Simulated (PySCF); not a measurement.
**Two-component Hartree-Fock for Mo³⁴⁺ (molybdenum, charge +34)**

Start: [He] 2s2 2p4; 2p1/2 filled at m_j = -1/2, +1/2; 2p3/2 filled at m_j = +1/2, +3/2. Calculated with PySCF 2.14 in an even-tempered Gaussian basis (17 s from 14 bohr⁻², ratio 2.4; 12 p from 18 bohr⁻², ratio 2.4; 5 d from 67 bohr⁻², ratio 2.6; 4 f from 100 bohr⁻², ratio 2.6): generalised Hartree-Fock with the X2C-1e Hamiltonian and a Gaussian nucleus; one run each with spin-orbit coupling (SO) switched off, then screened by Boettger's factors.

```csv
spinor shell,electrons,"ε, spin-free (eV)","ε, screened SO (eV)",weight of nominal j (screened SO),"rms radius, screened SO (bohr)"
1s1/2,2,-22378.5,-22373.5,1.000,0.0403
2s1/2,2,-4900.0,-4898.6,1.000,0.160
2p1/2,2,-4658.6,-4728.9,0.988,0.138
2p3/2,2,-4658.6,-4621.5,0.992,0.142
```

```csv
quantity,spin-free,screened SO
E (hartree),-2918.79386,-2921.64218
M_J,2,2
⟨J²⟩,6.000,6.000
⟨L²⟩,2.000,3.026
⟨S²⟩,2.000,1.489
```

Each row is a mean over spinors that exchange with the open shell spreads, by up to 49.707 eV (2s1/2).

Breit and QED terms are absent; they matter most for the inner s and p1/2 levels.

Densities and radii are taken from the X2C orbitals without a picture-change correction, which distorts them close to the nucleus.

Without spin-orbit coupling the j labels of p, d and f shells carry no meaning; the spin-free column gives the mean over the occupied spinors of each nl shell.
